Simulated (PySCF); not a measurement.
Isomers of C2H5F3OSi. Theory: PySCF 2.14.0, PBE0-D3(BJ)/def2-SVP geometry optimisation, gas phase. One conformer each; no zero-point energy, no entropy. No frequencies were run at this level. Point groups hold within 0.08 Å.

Question: Rank from lowest to highest electronic energy at this level (kcal/mol).
A. `[F:1][C:2]([F:3])([F:4])[CH2:5][O:6][SiH3:7]` with C2–C5–O6–Si7 175°
B. `[OH:1][SiH2:2][CH2:3][C:4]([F:5])([F:6])[F:7]` with H–O1–Si2–C3 -46°, O1–Si2–C3–C4 63°
C. `[CH3:1][O:2][SiH2:3][C:4]([F:5])([F:6])[F:7]` with C1–O2–Si3–C4 176°

Answer: B (0.0), A (21.4), C (27.2).

As drawn, the lowest has an O–H bond, which the highest lacks.

```
          SMILES      E (Eh)  E rel (kcal/mol)  dipole (D)  point group     A, B, C (MHz)
O[SiH2]CC(F)(F)F  -742.52311               0.0        1.08           C1  3955, 1344, 1248
FC(F)(F)CO[SiH3]  -742.48907              21.4        2.54      near Cs  5022, 1019, 1012
CO[SiH2]C(F)(F)F  -742.47984              27.2        3.21      near Cs  4251, 1202, 1145
```
